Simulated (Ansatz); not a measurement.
Reaction (ligand exchange at a B–C bond): `CB(C)CN` + `O[SiH3]` → `CB(C)O[SiH3]` + CH₃NH₂

Isolated molecules relaxed with PBE0-D4/def2-TZVP in Ansatz; ΔE leaves out vibrations. CBS: MP2 limit from def2 TZ/QZ plus the TZ coupled-cluster correction, frozen cores. Functionals use def2-TZVPP. B3LYP here is the variant with VWN-RPA as its local correlation; programs differ in this. HSE06 is defined as in plane-wave codes. Each species was taken in one conformer, which may not be the lowest.

`CB(C)CN`:

```xyz
15

C     1.146    0.912    0.673
B     0.336   -0.082   -0.225
C     0.984   -0.735   -1.494
C    -1.155   -0.430    0.117
N    -1.677    0.097    1.369
H     2.213    0.968    0.449
H     0.732    1.922    0.536
H     1.006    0.687    1.735
H     1.791   -1.404   -1.165
H     1.479    0.017   -2.119
H     0.302   -1.317   -2.119
H    -1.222   -1.528    0.135
H    -1.744   -0.148   -0.779
H    -2.674   -0.052    1.450
H    -1.517    1.093    1.438
```

`O[SiH3]`:

Cartesian coordinates in Å:
```
O 0.138 0.943 0.857
Si -0.157 -0.173 -0.319
H 0.799 0.733 1.517
H 1.061 -0.455 -1.127
H -1.208 0.414 -1.181
H -0.634 -1.462 0.253
```

`CB(C)O[SiH3]`:

Cartesian coordinates in Å:
```
C 0.010 -0.908 -1.181
B -0.097 0.422 -0.342
C -0.380 1.810 -1.015
O 0.043 0.389 1.018
Si 0.354 -0.834 2.081
H 0.234 -0.733 -2.234
H -0.962 -1.418 -1.148
H 0.742 -1.618 -0.783
H -1.164 1.739 -1.774
H -0.640 2.592 -0.301
H 0.520 2.132 -1.554
H 0.327 -0.248 3.441
H -0.679 -1.897 1.973
H 1.691 -1.428 1.819
```

CH₃NH₂:

Cartesian coordinates in Å:
```
C 0.163 0.447 -0.311
N -0.545 -0.636 0.350
H 1.231 0.532 -0.063
H -0.314 1.397 -0.059
H 0.081 0.326 -1.393
H -0.490 -0.538 1.355
H -0.125 -1.528 0.121
```

(1) Is it downhill or uphill in electronic energy at CCSD(T)/CBS, and by how much? (An estimate is asked.)

(2) What do these levels give: revPBE-D4, B3LYP-D4, HSE06-D4, BHLYP-D4, ωB97X-V, PBE, revPBE, r2SCAN0, HSE06, BHLYP, MP2/def2-SVP, MP2/def2-TZVPP? (Estimate.)

Largest T1 diagnostic among the species: 0.011.

## Answers

(1) Computed: Downhill: ΔE = -135.3 kJ/mol.

(2) Ansatz gave: revPBE-D4 -128.0, B3LYP-D4 -140.0, HSE06-D4 -131.6, BHLYP-D4 -144.3, ωB97X-V -135.0, PBE -128.8, revPBE -129.2, r2SCAN0 -135.8, HSE06 -131.2, BHLYP -143.1, MP2/def2-SVP -154.2, MP2/def2-TZVPP -136.2 kJ/mol.

Leaving LDA and LC-ωPBE aside and taking each functional with its dispersion term where it has one, the values spread over 16.3 kJ/mol, from BHLYP-D4 to revPBE-D4. At CCSD(T), def2-SVP lies −20.3 kJ/mol from the extrapolated value and def2-TZVPP −2.2 kJ/mol.
